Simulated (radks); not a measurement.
Values are calculated unless marked as measured or tabulated.
How relativity changes the ionisation of neutral lanthanum ([Xe] 5d1 6s2) to La+ ([Xe] 5d2). Spin-unpolarised spherical Kohn-Sham, BLYP, point nucleus unless stated (finite: rms radius 4.855 fm), a radial shooting solver on a logarithmic mesh with Libxc functionals. A level marked "c x" has the speed of light scaled by that factor and shares open shells by 2j + 1; other Dirac levels either fill j = l - 1/2 first or share by 2j + 1.

level                               E(La) (hartree)  E(La+) (hartree)  IE (eV)   HOMO  <r> HOMO (bohr)
non-rel.                                 -8223.9868        -8223.8046    4.956     6s            4.605
scalar-rel.                              -8494.0177        -8493.7939    6.088     5d            3.013
scalar-rel., finite nucleus              -8493.6438        -8493.4201    6.087     5d            3.013
Dirac, 2j+1 shares                       -8498.2426        -8498.0188    6.090  5d5/2            3.043
Dirac, low j first                       -8498.2467        -8498.0270    5.977  5d3/2            2.981
Dirac, 2j+1 shares, finite nucleus       -8497.8671        -8497.6433    6.089  5d5/2            3.043
Dirac, c x 1.5                           -8339.9554        -8339.7555    5.439  5d5/2            2.940
Dirac, c x 2                             -8288.1517        -8287.9597    5.224  5d5/2            2.907
Dirac, c x 100                           -8224.0119        -8223.8298    4.956  6s1/2            4.605

NIST Atomic Spectra Database: 5.577 eV (measured). The relativistic part of the total energy of La is -273.9 hartree (Dirac, 2j+1 shares, finite nucleus), 3.3 % of the non-relativistic value. Spin polarisation and multiplet splitting of open shells are left out at every level.

Beside tabulated values, note that relativity, absent from the non-relativistic runs, is large for the heavy elements, and spin-unpolarised runs miss the spin-polarisation part of the exchange energy of open shells.
